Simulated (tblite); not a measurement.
C₅H₈GeOS.
Bonds: Ge1–O2, O2–C3, C3–C4, C4–C5 (aromatic), C5–C6 (aromatic), C6–C7 (aromatic), C7–S8 (aromatic), C4–S8 (aromatic). Hydrogens: H9, H10, H11 on Ge1; H12, H13 on C3; H14 on C5; H15 on C6; H16 on C7.

Computed with GFN2-xTB (tblite), gas phase: L-BFGS steps from a force-field or distance-geometry start until the largest atomic force falls under 0.01 eV/Å.

Step 20: E = -653.4307 eV
```
atom  x, y, z in Å  |  force x, y, z in eV/Å
Ge1    -2.5188    0.6589    0.8166    0.000  -0.018  -0.027
O2     -1.8996   -0.5899   -0.2507    0.015   0.026   0.096
C3     -0.7690   -1.3932    0.0199   -0.019  -0.024  -0.031
C4      0.4824   -0.5899    0.0830    0.056  -0.025  -0.002
C5      1.3491   -0.2843   -0.9187    0.015  -0.006  -0.013
C6      2.4040    0.5608   -0.5045   -0.020  -0.011   0.030
C7      2.3128    0.8931    0.8070   -0.003   0.014  -0.004
S8      0.9447    0.1752    1.5639    0.041   0.009   0.032
H9     -1.5723    1.8175    0.9543   -0.013   0.000  -0.031
H10    -2.7865    0.0519    2.1646    0.006   0.013   0.016
H11    -3.7427    1.0081    0.0531   -0.051   0.021   0.002
H12    -0.7085   -2.1123   -0.8037    0.026  -0.021  -0.012
H13    -0.9004   -1.9453    0.9612   -0.026   0.033  -0.041
H14     1.2391   -0.6553   -1.9203   -0.001  -0.017  -0.057
H15     3.1927    0.8981   -1.1544   -0.039  -0.001   0.017
H16     2.9654    1.5156    1.3847    0.013   0.008   0.024
```

Step 21: E = -653.4314 eV
```
atom  x, y, z in Å  |  force x, y, z in eV/Å
Ge1    -2.5197    0.6598    0.8171   -0.007  -0.019  -0.034
O2     -1.8986   -0.5889   -0.2482    0.014   0.019   0.069
C3     -0.7691   -1.3944    0.0200    0.010   0.001  -0.020
C4      0.4847   -0.5921    0.0823    0.019  -0.029   0.015
C5      1.3499   -0.2848   -0.9205    0.017  -0.009  -0.007
C6      2.4039    0.5612   -0.5041   -0.022  -0.019  -0.002
C7      2.3118    0.8931    0.8071    0.018   0.024   0.005
S8      0.9456    0.1749    1.5653    0.016  -0.028  -0.024
H9     -1.5745    1.8186    0.9543   -0.006   0.010  -0.031
H10    -2.7854    0.0541    2.1654    0.000   0.009   0.025
H11    -3.7442    1.0076    0.0524   -0.039   0.016   0.010
H12    -0.7092   -2.1140   -0.8034    0.018  -0.013  -0.012
H13    -0.9022   -1.9458    0.9613   -0.012   0.027  -0.036
H14     1.2417   -0.6546   -1.9245   -0.003  -0.002   0.000
H15     3.1926    0.8994   -1.1536   -0.040   0.000   0.020
H16     2.9649    1.5148    1.3852    0.015   0.013   0.022
```

Step 22: E = -653.4319 eV
```
atom  x, y, z in Å  |  force x, y, z in eV/Å
Ge1    -2.5204    0.6600    0.8168   -0.017  -0.004  -0.017
O2     -1.8977   -0.5880   -0.2452    0.010   0.005   0.025
C3     -0.7688   -1.3949    0.0198    0.026   0.010  -0.006
C4      0.4864   -0.5940    0.0822    0.015  -0.019   0.003
C5      1.3505   -0.2854   -0.9219    0.003  -0.013   0.024
C6      2.4036    0.5611   -0.5039   -0.020  -0.015  -0.002
C7      2.3116    0.8937    0.8073    0.018   0.013  -0.006
S8      0.9467    0.1745    1.5659    0.001  -0.047  -0.047
H9     -1.5758    1.8191    0.9534   -0.005   0.014  -0.031
H10    -2.7848    0.0554    2.1662   -0.003   0.011   0.022
H11    -3.7461    1.0080    0.0522   -0.025   0.008   0.016
H12    -0.7088   -2.1149   -0.8035    0.008  -0.004  -0.013
H13    -0.9036   -1.9456    0.9605   -0.001   0.012  -0.022
H14     1.2429   -0.6544   -1.9269   -0.002   0.004   0.027
H15     3.1918    0.9000   -1.1529   -0.026   0.006   0.009
H16     2.9649    1.5144    1.3860    0.018   0.017   0.019
```

**Question.** Estimate the geometry and energy of step 23. (The exact step hangs on the optimiser's Hessian estimate; all steps are aligned on step 22, rigid shifts and turns removed.)

**Answer.** E = -653.4322 eV, largest force 0.059 eV/Å
```
atom  x, y, z in Å  |  force x, y, z in eV/Å
Ge1    -2.5213    0.6599    0.8162   -0.021   0.011   0.007
O2     -1.8968   -0.5872   -0.2428    0.007  -0.006  -0.014
C3     -0.7683   -1.3953    0.0195    0.030   0.011  -0.001
C4      0.4879   -0.5958    0.0822   -0.001  -0.017   0.003
C5      1.3509   -0.2862   -0.9223    0.004  -0.014   0.018
C6      2.4029    0.5609   -0.5036   -0.003  -0.003  -0.007
C7      2.3118    0.8944    0.8072    0.012   0.005   0.004
S8      0.9476    0.1734    1.5654   -0.004  -0.047  -0.035
H9     -1.5767    1.8196    0.9520   -0.007   0.013  -0.030
H10    -2.7844    0.0565    2.1673   -0.004   0.016   0.013
H11    -3.7482    1.0086    0.0525   -0.014   0.001   0.019
H12    -0.7082   -2.1154   -0.8038   -0.001   0.004  -0.012
H13    -0.9047   -1.9454    0.9596    0.008  -0.002  -0.008
H14     1.2438   -0.6542   -1.9282   -0.002   0.006   0.040
H15     3.1906    0.9006   -1.1521   -0.014   0.010  -0.004
H16     2.9654    1.5146    1.3869    0.010   0.010   0.007
```

The energy changes by -0.0003 eV. The first-order estimate −F·Δx gives -0.0005 eV and the mean of the old and new forces, exact on a quadratic surface, -0.0003 eV. The step makes an angle of 49° with the force vector and moves no atom by more than 0.003 Å.

What follows is the cost of the whole relaxation. The run took 0.76 s on one thread of an Arm Neoverse V1, on a shared host.
